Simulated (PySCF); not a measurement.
A structure optimised at PBE0-D3(BJ)/def2-TZVP, used in a PySCF frequency run:

```
Si
H 1 1.4882
Cl 1 2.0470 2 107.95
Cl 1 2.0470 2 107.95 3 119.09
```
Charge 0, spin multiplicity 2.

Task: Write its SMILES, formula and point group.

Result: Cl[SiH]Cl, Cl2HSi, Cs

Task: What are its rotational constants (standard atomic weights)?

Result: 15.862, 2.5117, 2.1951 GHz
